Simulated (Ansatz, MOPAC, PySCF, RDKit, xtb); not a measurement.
Dimer: C2H2 (SMILES C#C) (first 4 atoms) with C2H6 (SMILES CC); geometry from B3LYP-D3(BJ)/def2-TZVP, rigid monomers moved along the line of their centres of mass till H4···C5 is 4.03 Å.
(charge 0, multiplicity 1):
```xyz
12

C      0.422    -0.243    -0.581
C     -0.336     0.005     0.311
H      1.096    -0.464    -1.373
H     -1.006     0.225     1.106
C     -0.775     0.312     5.129
C      0.697    -0.092     5.105
H     -0.937     1.253     4.599
H     -1.136     0.448     6.150
H     -1.404    -0.450     4.662
H      1.055    -0.228     4.084
H      0.857    -1.031     5.640
H      1.322     0.668     5.578
```

```csv
level,interaction energy (kJ/mol),cost
MMFF94,-1.0,-
UFF,-1.6,-
AM1,0.1,-
PM3,-0.4,-
GFN2-xTB,-1.6,-
HF/6-31G* (no counterpoise),-0.5,-
PBE-D4/def2-TZVPPD,-1.8,×1
r2SCAN-D4/def2-TZVPPD,-1.3,×2
B3LYP/6-31G*,0.1,-
PBE0/def2-TZVPPD,-0.7,×1
PBE0-D3(BJ)/def2-TZVPPD,-1.9,×1
M06-2X/6-31G* (no counterpoise),-1.4,-
SCS-MP2/aug-cc-pVDZ,-1.1,-
CCSD(T)/aug-cc-pVDZ,-1.4,×10
```

The rows run from -1.9 (PBE0-D3(BJ)/def2-TZVPPD) to 0.1 kJ/mol (B3LYP/6-31G*). The dispersion term adds -1.2 in PBE0-D3(BJ).

Monomers are frozen at their geometry in the pair; levels with a basis set take the counterpoise correction. Rows marked so take none. RDKit's UFF carries no charges.

Correlated levels freeze the cores. Rows in 6-31G* carry no dispersion term and start afresh at each structure (6-31G* with six Cartesian d functions). The state reached by AM1, PM3 isn't checked.

The values were computed with Ansatz (a first-principles code) with Gaussian orbitals; MOPAC for AM1, PM3 (differences of heats of formation); PySCF for 6-31G* rows, the dispersion terms; RDKit for the force fields; xtb for the GFN methods. 

Costs are rough ratios of core time to PBE/def2-TZVPPD (about 5 s over the structures, on one shared machine); a dash marks a level with no comparable run of its own.
